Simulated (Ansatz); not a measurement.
Isolated molecules relaxed with PBE0-D4/def2-TZVP in Ansatz; ΔE leaves out vibrations. CCSD(T)/CBS adds triple-zeta CCSD(T) − MP2 to the extrapolated MP2 energy (def2 sets, frozen cores). This one scheme is used for every species. DFT in def2-TZVPP.

`CB(C)F` + `C1NCS1` → `CN1CSC1` + `CBF`  (substitution at a C–B bond)

Question: Is it downhill or uphill in electronic energy at CCSD(T)/CBS, and by how much? (Best estimate.)

Answer: Ansatz gave: Uphill: ΔE = +64.6 kJ/mol.

Question: What do these levels give: PBE-D4, PBE0-D4, ωB97X-V, ωB97M-V, B2PLYP, PBE, r2SCAN, HF/def2-TZVPP, MP2/def2-TZVPP, CCSD/def2-TZVPP, MP2/CBS(def2), CCSD/CBS(def2)? (Best estimate.)

Answer: The calculation gave: PBE-D4 64.9, PBE0-D4 66.8, ωB97X-V 64.1, ωB97M-V 67.5, B2PLYP 64.4, PBE 67.4, r2SCAN 69.0, HF/def2-TZVPP 64.2, MP2/def2-TZVPP 61.1, CCSD/def2-TZVPP 64.2, MP2/CBS(def2) 62.9, CCSD/CBS(def2) 66.1 kJ/mol.

Largest T1 diagnostic among the species: 0.012.

The D4 term adds −3.8 kJ/mol with B3LYP and −2.2 kJ/mol with PBE0; it sums over pairs of atoms, weighted by their polarisabilities, and B3LYP, whose exchange is more repulsive, gets the larger term.

B3LYP here is the variant with VWN-RPA as its local correlation; programs differ in this.
